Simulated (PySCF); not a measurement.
Computed shifts of a molecule C₅H₁₀, PBE/pcSseg-1 run with PySCF, GIAO, gas phase, atoms alike by connectivity averaged where their shifts nearly agree, in ppm (number of nuclei): ¹³C: 23.4 (2), 19.6 (2), 18.6 (1). ¹H: 1.33 (6), 0.47 (2), 0.40 (2). References: ¹³C against TMS (σ = 182.0 ppm); ¹H against TMS (σ = 31.49 ppm), references at their B3LYP-D3(BJ)/def2-TZVP geometries, non-relativistic. Geometry: PBE0-D3(BJ)/def2-SVP. The values are those of a single conformer.

### Question
Identify the compound among the candidates.
A) CC1CCC1
B) C[C@H]1C[C@@H]1C
C) CC1(C)CC1
D) C=CCCC

### Answer
B, C[C@H]1C[C@@H]1C
